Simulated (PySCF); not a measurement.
C8H14N2.
Numbering: `[CH3:1][CH2:2][c:3]1[cH:4][n:5][n:6]([CH2:7][CH3:8])[c:9]1[CH3:10]` (hydrogens: H11, H12, H13 on C1; H14, H15 on C2; H16 on C4; H17, H18 on C7; H19, H20, H21 on C8; H22, H23, H24 on C10)

Geometry (GFN2-xTB, Å), atoms numbered from 1 in this order:
```
atom  x, y, z in Å
C1    -3.0234   -0.7767    0.0403
C2    -2.2875    0.2628    0.8879
C3    -0.8085    0.0830    0.7974
C4     0.0133   -0.6556    1.6630
N5     1.2700   -0.6304    1.2667
N6     1.2923    0.1091    0.1592
C7     2.5278    0.2790   -0.5560
C8     2.7419   -0.8439   -1.5700
C9     0.0576    0.5590   -0.1730
C10   -0.1979    1.4219   -1.3559
H11   -4.0997   -0.6351    0.1100
H12   -2.7820   -1.7802    0.3836
H13   -2.7297   -0.6935   -1.0038
H14   -2.5609    1.2667    0.5525
H15   -2.5960    0.1610    1.9304
H16   -0.2658   -1.1887    2.5505
H17    2.5222    1.2511   -1.0556
H18    3.3307    0.2612    0.1850
H19    2.7248   -1.8032   -1.0592
H20    3.7025   -0.7247   -2.0635
H21    1.9588   -0.8393   -2.3247
H22    0.3783    2.3462   -1.2953
H23   -1.2530    1.6763   -1.3991
H24    0.0724    0.9139   -2.2813
```

Computed at PBE0/pcSseg-1 (PySCF, non-relativistic), with Q(14N) = 0.02044 b: N5, 14N (I = 1): χzz = -4.841 MHz, η = 0.646; N6, 14N (I = 1): χzz = -3.512 MHz, η = 0.344.

Question: Where would the pure quadrupole (NQR) lines of 14N at N5 fall for the rigid, isolated species?

Answer: From ν± = (3/4)|χ|(1 ± η/3) and ν0 = |χ|η/2: ν+ 4.413 MHz, ν− 2.850 MHz, ν0 1.563 MHz (pyridine-type nitrogen).

Question: Where would the pure quadrupole (NQR) lines of 14N at N6 fall for the rigid, isolated species?

Answer: From ν± = (3/4)|χ|(1 ± η/3) and ν0 = |χ|η/2: ν+ 2.936 MHz, ν− 2.331 MHz, ν0 0.605 MHz (pyrrole-type nitrogen).

In a crystal, neighbours and librations shift these lines. GFN2-xTB bond lengths can be off by several hundredths of an ångström, more for odd bonds, and the gradients follow them. With a basis this small, the couplings can be 20 % off.

One conformer stands for the species.
